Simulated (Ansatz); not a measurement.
The cluster Be3Se2. The state is a singlet with charge 0. Geometry r2SCAN-D4/def2-SVP; atoms count from 1.

```xyz
5

Be    1.264    0.122   -0.419
Be   -0.290   -0.812    1.022
Be   -0.973    0.690   -0.604
Se    0.236    1.284    1.087
Se   -0.236   -1.284   -1.087
```

The restricted singlet is unstable towards broken spin symmetry in Hartree–Fock (as tested in another run); at PBE0-D4/def2-TZVP this wasn't settled. Another isomer (singlet) lies 1.61 eV lower at PBE0-D4/def2-TZVP; other spin states weren't run for this one.

(1) Estimate the Mulliken populations from the PBE0/def2-TZVP orbitals of Ansatz.

(2) And the Mayer bond orders between bonded heavy atoms (over 0.3)?

Answers

(1) 
```csv
atom,charge (e)
Be1,-0.03
Be2,-0.03
Be3,-0.03
Se4,0.05
Se5,0.05
```
Mulliken values and Mayer orders depend strongly on the basis.

(2) Be1–Be2 0.52 (2.32 Å); Be1–Be3 0.52 (2.32 Å); Be1–Se4 0.89 (2.16 Å); Be1–Se5 0.89 (2.16 Å); Be2–Be3 0.52 (2.32 Å); Be2–Se4 0.89 (2.16 Å); Be2–Se5 0.89 (2.16 Å); Be3–Se4 0.89 (2.16 Å); Be3–Se5 0.89 (2.16 Å).
